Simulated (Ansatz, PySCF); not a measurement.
Proton affinity at N (heteroatom site), enthalpy at 298 K: 5 cases among silicon compounds with O, N or halogens, in kcal/mol, species as SMILES. Positive where protonation releases energy; each at the best of the heteroatom sites tried, carbon not among them. Set-up: 6-31G* and kin with 6d, 5d where marked; no spin-orbit coupling; non-relativistic; frozen cores in correlated levels; no dispersion term unless named. Basis-set limits of correlation are two-point, X^-3; Hartree-Fock from the larger set. Ab initio and DFT rows: single points at B3LYP-D3(BJ) geometries (Ansatz, an electronic-structure program), with unscaled harmonic terms from B3LYP/6-31G* (Ansatz) at its own minima.

Coupled cluster (Ansatz) is a level with limits of its own, used here on species with T1 under 0.025 (0.045 for open shells) and stable references: CCSD(T)/CBS(cc-pV(T+d)Z,cc-pV(Q+d)Z).

```tsv
species	atoms	coupled cluster	difference of MP2/6-31G* (Ansatz)	difference of BP86/6-31G* (5d) (PySCF)	difference of B3LYP/3-21G (Ansatz)	difference of B3LYP/def2-SVP (Ansatz)	difference of PBE/def2-TZVPD (Ansatz)	difference of B3LYP-D3(BJ)/def2-TZVPD (Ansatz + dftd3)
N[Si](F)(F)F, to [NH3+][Si](F)(F)F	7	185.7	3.5	6.4	2.5	2.3	0.2	0.5
[SiH3]NC, to C[NH2+][SiH3]	10	215.3	3.6	2.7	12.5	2.3	-1.9	0.4
N[Si](N)(N)Cl, to N[Si](N)([NH3+])Cl	11	215.8	3.9	4.5	4.9	6.2	-0.1	1.0
N[SiH](N)N, to N[SiH](N)[NH3+]	11	219.2	6.4	7.6	15.2	8.0	-0.1	1.4
N[SiH2][SiH2]N, to N[SiH2][SiH2][NH3+]	12	219.5	7.2	8.7	20.0	7.3	0.9	1.8
```

```
level                                     cases  mean signed difference  mean absolute difference  median absolute difference  largest absolute difference
----------------------------------------  -----  ----------------------  ------------------------  --------------------------  ---------------------------
MP2/6-31G* (Ansatz)                           5                    4.92                      4.92                        3.90                          7.2
BP86/6-31G* (5d) (PySCF)                      5                    5.98                      5.98                        6.40                          8.7
B3LYP/3-21G (Ansatz)                          5                   11.02                     11.02                       12.50                         20.0
B3LYP/def2-SVP (Ansatz)                       5                    5.22                      5.22                        6.20                          8.0
PBE/def2-TZVPD (Ansatz)                       5                   -0.20                      0.64                        0.20                          1.9
B3LYP-D3(BJ)/def2-TZVPD (Ansatz + dftd3)      5                    1.02                      1.02                        1.00                          1.8
```

MP2/6-31G* lies above in 5 of 5 cases and within 2 kcal/mol in 0; mean signed difference 4.92 kcal/mol, mean absolute 4.92 kcal/mol (3.55 over the 2 cases of up to 10 atoms, 5.83 over the larger). These figures hold for the species listed.

How the rows were picked: cases drawn at random among the computed members of the class with clean coupled-cluster diagnostics. The batch they came from held 5 cases of this property in the class: 0 with a tabulated value, 5 with clean coupled cluster alone, 0 with neither, which enter no statistics. The levels are drawn from those run on every case listed, the commonest habits more often. No case is left out for the size of its miss. Left out are saddle points of the reference geometry, anions that the best level run finds unbound, excited spin states, species near biochemistry, 298 K rows of species without real B3LYP wavenumbers, cases with under five habitual levels, runs that failed or that the program found above a lower state of the same kind, table entries that another table contradicts, and a share of species set aside by lot.
